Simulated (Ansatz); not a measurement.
Ni2O, relaxed as a triplet with UKS B3LYP-D4/def2-TZVP in Ansatz, starting from the B3LYP-D4/def2-TZVP geometry of the neutral singlet. Force threshold 0.02 eV/Å.

The structure comes from a short search, and lower isomers may exist.

Start:

```xyz
3

Ni    0.403   -0.439   -1.052
Ni   -0.248    1.077    0.489
O    -0.154   -0.638    0.562
```

```csv
step,energy (eV),largest force component (eV/Å),SCF passes
1,-84136.8163,1.252,113
2,-84136.8729,0.817,50
3,-84136.9236,0.135,54
4,-84136.9259,0.032,55
5,-84136.9260,0.017,36
```

Force components are those of the run's own axes.

End:

```xyz
3

Ni    0.4209   -0.5124   -1.0884
Ni   -0.2786    1.1483    0.5606
O    -0.1422   -0.6360    0.5278
```

By distances, no bond broke or formed. The bond that changes most is Ni2–O3, from 1.72 to 1.79 Å (atoms count from 1).

No frequencies were taken in this run, so the end may be a saddle point.

It took 14 s on 4 threads of Arm Neoverse V2 on a shared host.
